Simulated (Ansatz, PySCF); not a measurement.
CH6GeOSi, SMILES [GeH2]1[CH2]O[SiH2]1. Atoms are numbered in the order given.

```xyz
10

C     -1.5497     0.1582     0.0000
O     -0.9409     1.4686     0.0000
Si     0.7453     1.2792     0.0000
Ge     0.1026    -1.0073     0.0000
H     -2.1813     0.0352     0.8953
H     -2.1813     0.0352    -0.8953
H      1.3887     1.8759    -1.2038
H      1.3887     1.8759     1.2038
H      0.2847    -1.8840     1.2529
H      0.2847    -1.8840    -1.2529
```
Charge 0, spin multiplicity 1.

The structure is a stationary point at TPSSh-D3(BJ)/def2-SVP. The structure was generated by enumeration, and PubChem lists no compound with its InChIKey, so it may never have been made.

Two levels are set side by side: PBE-D3(BJ)/def2-SVP (Ansatz, a quantum-chemistry and plane-wave program) and TPSSh-D3(BJ)/def2-SVP (PySCF). Each level has its own optimised geometry; the coordinates shown are those of the second. Frequencies come from the Hessian of PySCF at each geometry. Differences are taken from unrounded values.

```json
[
 {"quantity": "mean bond length (Å)", "TPSSh-D3(BJ)": "1.580"},
 {"quantity": "bond C1–O2 (Å)", "TPSSh-D3(BJ)": "1.445"},
 {"quantity": "bond C1–Ge4 (Å)", "TPSSh-D3(BJ)": "2.022"},
 {"quantity": "bond O2–Si3 (Å)", "TPSSh-D3(BJ)": "1.697"},
 {"quantity": "bond Si3–Ge4 (Å)", "TPSSh-D3(BJ)": "2.375"},
 {"quantity": "bond C1–H5 (Å)", "TPSSh-D3(BJ)": "1.103"},
 {"quantity": "bond C1–H6 (Å)", "TPSSh-D3(BJ)": "1.103"},
 {"quantity": "bond Si3–H7 (Å)", "TPSSh-D3(BJ)": "1.490"},
 {"quantity": "bond Si3–H8 (Å)", "TPSSh-D3(BJ)": "1.490"},
 {"quantity": "bond Ge4–H9 (Å)", "TPSSh-D3(BJ)": "1.540"},
 {"quantity": "bond Ge4–H10 (Å)", "TPSSh-D3(BJ)": "1.540"},
 {"quantity": "highest harmonic wavenumber (cm⁻¹)", "TPSSh-D3(BJ)": "3100"},
 {"quantity": "mean harmonic wavenumber (cm⁻¹)", "TPSSh-D3(BJ)": "1174"},
 {"quantity": "zero-point energy (kcal/mol)", "TPSSh-D3(BJ)": "40.27"}
]
```

### Question
What does PBE-D3(BJ) give, and how far is it from TPSSh-D3(BJ)? (The exact figures need the calculation; the answer reports its results.)

### Answer

```tsv
quantity	PBE-D3(BJ)	PBE-D3(BJ) minus TPSSh-D3(BJ)
mean bond length (Å)	1.592	0.011
bond C1–O2 (Å)	1.441	-0.004
bond C1–Ge4 (Å)	2.033	0.011
bond O2–Si3 (Å)	1.711	0.014
bond Si3–Ge4 (Å)	2.388	0.013
bond C1–H5 (Å)	1.112	0.009
bond C1–H6 (Å)	1.112	0.009
bond Si3–H7 (Å)	1.507	0.017
bond Si3–H8 (Å)	1.507	0.017
bond Ge4–H9 (Å)	1.553	0.013
bond Ge4–H10 (Å)	1.553	0.013
highest harmonic wavenumber (cm⁻¹)	3022	-78
mean harmonic wavenumber (cm⁻¹)	1131	-42
zero-point energy (kcal/mol)	38.82	-1.45
```

Exact exchange shortens and stiffens bonds; PBE has none. Differences between two approximate levels are no errors against the true value.
